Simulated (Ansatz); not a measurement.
The cluster Be3S2. Charge 0, multiplicity 1. Geometry r2SCAN-D4/def2-TZVP.

```tsv
atom	x (Å)	y (Å)	z (Å)
Be1	0.320	1.442	-0.011
Be2	-0.442	-0.568	-0.534
Be3	0.730	-0.092	1.281
S4	0.079	-1.825	0.840
S5	-0.687	1.043	-1.575
```

The structure comes from a short search, and lower isomers may exist.

Problem. Estimate the orbital energies around the gap (eV) in Ansatz with PBE-D4/def2-TZVP, r2SCAN-D4/def2-TZVP, PBE0-D4/def2-TZVP, BHLYP-D4/def2-TZVP, ωB97M-V/def2-TZVP.

Solution. 
```json
{"orbital": "HOMO−13", "PBE-D4/def2-TZVP": "-154.32", "r2SCAN-D4/def2-TZVP": "-156.99", "PBE0-D4/def2-TZVP": "-160.93", "BHLYP-D4/def2-TZVP": "-167.48", "ωB97M-V/def2-TZVP": "-163.14"}
{"orbital": "HOMO−12", "PBE-D4/def2-TZVP": "-154.32", "r2SCAN-D4/def2-TZVP": "-156.99", "PBE0-D4/def2-TZVP": "-160.93", "BHLYP-D4/def2-TZVP": "-167.48", "ωB97M-V/def2-TZVP": "-163.14"}
{"orbital": "HOMO−11", "PBE-D4/def2-TZVP": "-105.47", "r2SCAN-D4/def2-TZVP": "-108.05", "PBE0-D4/def2-TZVP": "-111.35", "BHLYP-D4/def2-TZVP": "-117.73", "ωB97M-V/def2-TZVP": "-114.43"}
{"orbital": "HOMO−10", "PBE-D4/def2-TZVP": "-105.17", "r2SCAN-D4/def2-TZVP": "-107.71", "PBE0-D4/def2-TZVP": "-111.07", "BHLYP-D4/def2-TZVP": "-117.36", "ωB97M-V/def2-TZVP": "-114.10"}
{"orbital": "HOMO−9", "PBE-D4/def2-TZVP": "-105.16", "r2SCAN-D4/def2-TZVP": "-107.70", "PBE0-D4/def2-TZVP": "-111.06", "BHLYP-D4/def2-TZVP": "-117.35", "ωB97M-V/def2-TZVP": "-114.09"}
{"orbital": "HOMO−8", "PBE-D4/def2-TZVP": "-17.26", "r2SCAN-D4/def2-TZVP": "-18.02", "PBE0-D4/def2-TZVP": "-19.48", "BHLYP-D4/def2-TZVP": "-21.51", "ωB97M-V/def2-TZVP": "-22.12"}
{"orbital": "HOMO−7", "PBE-D4/def2-TZVP": "-17.08", "r2SCAN-D4/def2-TZVP": "-17.81", "PBE0-D4/def2-TZVP": "-19.26", "BHLYP-D4/def2-TZVP": "-21.27", "ωB97M-V/def2-TZVP": "-21.88"}
{"orbital": "HOMO−6", "PBE-D4/def2-TZVP": "-9.52", "r2SCAN-D4/def2-TZVP": "-9.89", "PBE0-D4/def2-TZVP": "-10.92", "BHLYP-D4/def2-TZVP": "-12.07", "ωB97M-V/def2-TZVP": "-13.25"}
{"orbital": "HOMO−5", "PBE-D4/def2-TZVP": "-8.28", "r2SCAN-D4/def2-TZVP": "-8.55", "PBE0-D4/def2-TZVP": "-9.49", "BHLYP-D4/def2-TZVP": "-10.50", "ωB97M-V/def2-TZVP": "-11.65"}
{"orbital": "HOMO−4", "PBE-D4/def2-TZVP": "-7.94", "r2SCAN-D4/def2-TZVP": "-8.21", "PBE0-D4/def2-TZVP": "-9.15", "BHLYP-D4/def2-TZVP": "-10.18", "ωB97M-V/def2-TZVP": "-11.26"}
{"orbital": "HOMO−3", "PBE-D4/def2-TZVP": "-7.86", "r2SCAN-D4/def2-TZVP": "-8.12", "PBE0-D4/def2-TZVP": "-9.04", "BHLYP-D4/def2-TZVP": "-10.03", "ωB97M-V/def2-TZVP": "-11.11"}
{"orbital": "HOMO−2", "PBE-D4/def2-TZVP": "-7.20", "r2SCAN-D4/def2-TZVP": "-7.44", "PBE0-D4/def2-TZVP": "-8.33", "BHLYP-D4/def2-TZVP": "-9.23", "ωB97M-V/def2-TZVP": "-10.52"}
{"orbital": "HOMO−1", "PBE-D4/def2-TZVP": "-6.39", "r2SCAN-D4/def2-TZVP": "-6.61", "PBE0-D4/def2-TZVP": "-7.45", "BHLYP-D4/def2-TZVP": "-8.31", "ωB97M-V/def2-TZVP": "-9.48"}
{"orbital": "HOMO", "PBE-D4/def2-TZVP": "-5.75", "r2SCAN-D4/def2-TZVP": "-5.95", "PBE0-D4/def2-TZVP": "-6.77", "BHLYP-D4/def2-TZVP": "-7.68", "ωB97M-V/def2-TZVP": "-8.71"}
{"orbital": "LUMO", "PBE-D4/def2-TZVP": "-3.31", "r2SCAN-D4/def2-TZVP": "-3.05", "PBE0-D4/def2-TZVP": "-2.55", "BHLYP-D4/def2-TZVP": "-1.68", "ωB97M-V/def2-TZVP": "-0.79"}
{"orbital": "LUMO+1", "PBE-D4/def2-TZVP": "-2.30", "r2SCAN-D4/def2-TZVP": "-2.09", "PBE0-D4/def2-TZVP": "-1.56", "BHLYP-D4/def2-TZVP": "-0.72", "ωB97M-V/def2-TZVP": "-0.01"}
{"orbital": "LUMO+2", "PBE-D4/def2-TZVP": "-2.22", "r2SCAN-D4/def2-TZVP": "-1.81", "PBE0-D4/def2-TZVP": "-1.47", "BHLYP-D4/def2-TZVP": "-0.66", "ωB97M-V/def2-TZVP": "0.21"}
{"orbital": "LUMO+3", "PBE-D4/def2-TZVP": "-0.83", "r2SCAN-D4/def2-TZVP": "-0.33", "PBE0-D4/def2-TZVP": "-0.10", "BHLYP-D4/def2-TZVP": "0.51", "ωB97M-V/def2-TZVP": "0.98"}
{"orbital": "LUMO+4", "PBE-D4/def2-TZVP": "-0.60", "r2SCAN-D4/def2-TZVP": "-0.14", "PBE0-D4/def2-TZVP": "0.25", "BHLYP-D4/def2-TZVP": "1.18", "ωB97M-V/def2-TZVP": "1.62"}
{"orbital": "LUMO+5", "PBE-D4/def2-TZVP": "0.33", "r2SCAN-D4/def2-TZVP": "0.89", "PBE0-D4/def2-TZVP": "0.92", "BHLYP-D4/def2-TZVP": "1.31", "ωB97M-V/def2-TZVP": "1.95"}
```
